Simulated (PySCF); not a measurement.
How the method moves the HOMO and LUMO of `C=CS[SiH2]O`

Species: C₂H₆OSSi.
Structure used (PBE0-D3(BJ)/def2-SVP), in Å, numbered top down from 1:
```
atom  x, y, z in Å
C1    -1.9326   -0.0975    0.3268
C2    -1.4077    0.2638   -0.8478
S3     0.1904    0.9481   -1.1522
Si4    1.3512    0.0181    0.4129
O5     2.9453    0.1209   -0.0293
H6    -1.4082    0.0243    1.2789
H7    -2.9363   -0.5282    0.3666
H8    -1.9912    0.1557   -1.7684
H9     1.2612    0.7292    1.7147
H10    0.8422   -1.3796    0.5443
H11    3.1848   -0.2767   -0.8720
```

Basis pcSseg-2 throughout (PySCF), one geometry. Isolated species at its PBE0-D3(BJ)/def2-SVP geometry (one conformer only).

How do the orbital energies, the gap and the dipole change with the method?

| method | kind | HOMO (eV) | LUMO (eV) | gap (eV) | μ (D) | SCF cycles |
| --- | --- | --- | --- | --- | --- | --- |
| BLYP | GGA | -5.60 | -1.22 | 4.38 | 1.49 | 16 |
| B97-D | GGA | -5.71 | -1.24 | 4.46 | 1.51 | 17 |
| OPBE | GGA | -5.75 | -1.24 | 4.50 | 1.51 | 17 |
| PBE | GGA | -5.77 | -1.36 | 4.40 | 1.50 | 17 |
| KT3 | GGA | -5.80 | -1.31 | 4.48 | 1.48 | 17 |
| KT2 | GGA | -5.80 | -1.38 | 4.42 | 1.49 | 17 |
| BP86 | GGA | -5.86 | -1.44 | 4.42 | 1.51 | 16 |
| LDA | LDA | -5.92 | -1.59 | 4.33 | 1.56 | 16 |
| B97-2 | global hybrid | -6.60 | -0.44 | 6.17 | 1.61 | 14 |
| B3LYP | global hybrid | -6.62 | -0.63 | 6.00 | 1.60 | 15 |
| PBE0 | global hybrid | -6.84 | -0.40 | 6.44 | 1.63 | 14 |
| mPW1PW91 | global hybrid | -6.86 | -0.41 | 6.45 | 1.63 | 14 |
| BHandHLYP | global hybrid | -7.77 | 0.45 | 8.22 | 1.73 | 12 |
| CAM-B3LYP | range-separated hybrid | -8.09 | 0.55 | 8.65 | 1.68 | 12 |
| wB97X-D | range-separated hybrid | -8.63 | 1.39 | 10.02 | 1.67 | 13 |
| HF | Hartree–Fock | -9.21 | 2.51 | 11.72 | 1.87 | 11 |
| LC-wPBE | range-separated hybrid | -9.43 | 1.74 | 11.17 | 1.75 | 14 |

The HOMO spans 3.83 eV, from BLYP down to LC-wPBE, and the gap runs from 4.33 eV (LDA) to 11.72 eV (HF). Over the methods BLYP (0 %), B97-D (0 %), OPBE (0 %), PBE (0 %), KT3 (0 %), KT2 (0 %), BP86 (0 %), LDA (0 %), B97-2 (21 %), B3LYP (20 %), PBE0 (25 %), mPW1PW91 (25 %), BHandHLYP (50 %), HF (100 %), a straight line through the gap against the share of exact exchange rises by 0.74 eV for each 10 % (correlation coefficient 0.999). The dipole ranges from 1.48 D (KT3) to 1.87 D (HF). This basis has no diffuse functions.
